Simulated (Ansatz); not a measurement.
Correlation energies of H₈N₂O₃Si₂ (`N[SiH2]O[Si](N)(O)O`) by basis set

```xyz
15

N    -1.723    0.819   -0.948
Si   -1.333    1.041    0.724
O     0.176    0.495    1.031
Si    1.210   -0.410    0.134
N     0.647   -2.017    0.209
O     2.721   -0.273    0.732
O     1.218    0.123   -1.410
H    -2.080    1.609   -1.463
H    -2.195   -0.027   -1.232
H    -1.390    2.500    0.985
H    -2.272    0.302    1.603
H     0.471   -2.423    1.115
H     1.067   -2.698   -0.405
H     3.154    0.574    0.618
H     0.330    0.385   -1.692
```

Charge 0, multiplicity 1. The structure was optimised at the PBE0-D4/def2-TZVP level. It is one conformer, not always the lowest. Frozen core, restricted reference, the Gaussian-basis code of Ansatz. CBS rows extrapolate triple and quadruple zeta; past MP2 they add the triple-zeta difference.

| basis | HF (Eh) | MP2 corr. |
| --- | --- | --- |
| def2-TZVPP | -916.49609 | -1.38064 |
| def2-QZVPP | -916.53236 | -1.49014 |

Q: Estimate the CCSD correlation energy and the (T) correction in each basis where they were run (hartree).

A: 
```json
{"basis": "def2-TZVPP", "CCSD corr.": "-1.41728", "(T)": "-0.05145"}
{"basis": "CBS(def2)", "CCSD corr.": "-1.60788", "(T)": "as TZ"}
```
